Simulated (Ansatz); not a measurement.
CH9BOSi2 can be A, `BOC([SiH3])[SiH3]`, or B, `C[SiH2]BO[SiH3]`.

Gas-phase electronic energies from Ansatz, PBE0-D4/def2-TZVP geometries. CCSD(T)/CBS adds triple-zeta CCSD(T) − MP2 to the extrapolated MP2 energy (def2 sets, frozen cores). Functionals use def2-TZVPP. B3LYP here is the variant with VWN-RPA as its local correlation; programs differ in this. One conformer a species, not always the lowest.

**Question.** Which isomer does CCSD(T)/CBS put lower? Give the gap. (Estimate.)

**Answer.** Computed: B, by 172.3 kJ/mol.

**Question.** Give E(B) − E(A) in kJ/mol with B3LYP, ωB97M-V, CCSD(T)/def2-TZVPP, r2SCAN-D4, B3LYP-D4, HF/def2-TZVPP, CCSD/def2-TZVPP. (Best estimate.)

**Answer.** Computed: B3LYP -173.6, ωB97M-V -165.9, CCSD(T)/def2-TZVPP -170.1, r2SCAN-D4 -172.3, B3LYP-D4 -165.9, HF/def2-TZVPP -185.1, CCSD/def2-TZVPP -173.7. None reverses the order clearly.

Largest T1 diagnostic: 0.014.

From PBE to PBE0 (25 % exact exchange), in def2-TZVPP and without D4, E(B) − E(A) moves by −6.6 kJ/mol. The D4 term adds +7.7 kJ/mol with B3LYP and +4.2 kJ/mol with PBE0; it sums over pairs of atoms, weighted by their polarisabilities, and B3LYP, whose exchange is more repulsive, gets the larger term.
